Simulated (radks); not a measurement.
The numbers below are computed, except where a source is named.
Kinetic energies: the exact non-interacting value of the Kohn-Sham orbitals and orbital-free approximations, as 100 (|E| - |E exact|)/|E exact|, negative where the magnitude is too small. Species: Bi3+ [Hg]; B4+ 1s1; Zn28+ [He]; Rb [Kr] 5s1. Level of theory: non-relativistic Kohn-Sham, PBE, spin-polarised, spherical densities, point nucleus (a radial shooting solver on a logarithmic mesh with Libxc functionals). Every spin shell is full or empty, so the densities are truly spherical. Functionals are evaluated on that one density, not self-consistently.

functional          Bi3+      B4+    Zn28+       Rb
exact (hartree)  20093.0  12.4679  880.982  2938.12
Thomas-Fermi       -4.55    -8.37    -8.35    -5.81
TF + vW           +30.42   +91.63   +91.65   +40.11
TF + vW/9          -0.67    +2.74    +2.76    -0.71
LC94               +0.03    +2.24    +2.26    +0.05
APBEK              +0.05    +2.08    +2.10    +0.13
revAPBEK           +0.19    +2.98    +2.99    +0.34
Perdew 92          -0.66    +2.76    +2.79    -0.70
DePristo-Kress     -0.19    +2.88    +2.95    -0.07
Ernzerhof          -0.46    +6.64    +6.70    -0.37
